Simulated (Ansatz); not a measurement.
A nudged elastic band was laid between two geometries of BrClH2Si + H2O (8 atoms, charge 0, multiplicity 1).

Level of theory: Ansatz 0.2.0, RKS PBE0/def2-SVP.

```json
{"movable images": "5", "climbing image": "yes", "spring": "5.0 eV/Å²", "optimiser": "quadratic models (default)", "start path": "through a guess of the saddle point", "force threshold": "0.03 eV/Å", "iteration limit": "60", "end points": "relaxed"}
```

Initial state:

```xyz
8
Properties=species:S:1:pos:R:3
Si 0.041 -0.370 -1.140
Br 2.111 -0.172 -0.342
H 0.196 -0.656 -2.589
H -0.698 -1.434 -0.430
Cl -0.951 1.442 -1.014
H 0.502 0.191 2.013
O -0.442 0.059 1.868
H -0.758 0.940 1.635
```

Final state:

```xyz
8
Properties=species:S:1:pos:R:3
Si -0.590 -0.075 -0.986
Br 1.956 -1.023 2.635
H -0.230 0.555 -2.283
H -0.294 -1.524 -0.932
Cl -2.607 0.235 -0.697
H 1.222 -0.318 1.615
O 0.290 0.598 0.261
H 0.253 1.552 0.388
```

Q: What changes between the two ends?

A: Bonds broken: Si1–Br2, H6–O7. Bonds formed: Si1–O7, Br2–H6. BrClH2Si + H2O becomes BrH + ClH3OSi.

Q: Give the energies along the band, and the barrier.

A: It converged. The highest image is number 2 of 0 to 6, 11.4 kcal/mol above the first end and 13.4 kcal/mol above the last; the last end lies 1.9 kcal/mol below the first. A vibrational analysis at the climbing image gives one clearly imaginary mode, 87i cm⁻¹: a first-order saddle point. The orbitals stay closed-shell, which can raise the energy where a bond breaks towards radicals; this wasn't checked here.

```json
{"image": "0", "path coordinate (Å)": "0.00", "energy (kcal/mol)": "0.0", "Si1–Br2 (Å)": "2.23", "H6–O7 (Å)": "0.96", "Si1–O7 (Å)": "3.08"}
{"image": "1", "path coordinate (Å)": "1.05", "energy (kcal/mol)": "6.5", "Si1–Br2 (Å)": "2.28", "H6–O7 (Å)": "0.97", "Si1–O7 (Å)": "2.34"}
{"image": "2", "path coordinate (Å)": "2.10", "energy (kcal/mol)": "11.4", "Si1–Br2 (Å)": "2.40", "H6–O7 (Å)": "0.98", "Si1–O7 (Å)": "1.94"}
{"image": "3", "path coordinate (Å)": "3.25", "energy (kcal/mol)": "6.0", "Si1–Br2 (Å)": "3.10", "H6–O7 (Å)": "1.56", "Si1–O7 (Å)": "1.71"}
{"image": "4", "path coordinate (Å)": "4.40", "energy (kcal/mol)": "-1.3", "Si1–Br2 (Å)": "4.01", "H6–O7 (Å)": "1.90", "Si1–O7 (Å)": "1.67"}
{"image": "5", "path coordinate (Å)": "5.55", "energy (kcal/mol)": "-1.8", "Si1–Br2 (Å)": "4.42", "H6–O7 (Å)": "1.89", "Si1–O7 (Å)": "1.67"}
{"image": "6", "path coordinate (Å)": "6.69", "energy (kcal/mol)": "-1.9", "Si1–Br2 (Å)": "4.53", "H6–O7 (Å)": "1.88", "Si1–O7 (Å)": "1.67"}
```

Q: What is the geometry of the highest image?

A: 
```xyz
8
Properties=species:S:1:pos:R:3
Si -0.047 -0.306 -0.684
Br 2.120 -0.960 0.112
H 0.563 0.189 -1.942
H -0.703 -1.629 -0.664
Cl -1.770 1.025 -0.860
H 0.709 0.306 1.602
O -0.163 0.288 1.161
H -0.709 1.087 1.275
```

Q: What are the harmonic wavenumbers there?

A: 87i, 199, 230, 253, 380, 423, 444, 477, 565, 798, 846, 852, 978, 1433, 2258, 2323, 3621, 3773 cm⁻¹.

The band took 29 iterations and of the order of 13 core-minutes.

Run time: 6.5 min on 2 threads of Arm Neoverse V1, on a shared host, peak memory 0.23 GiB.
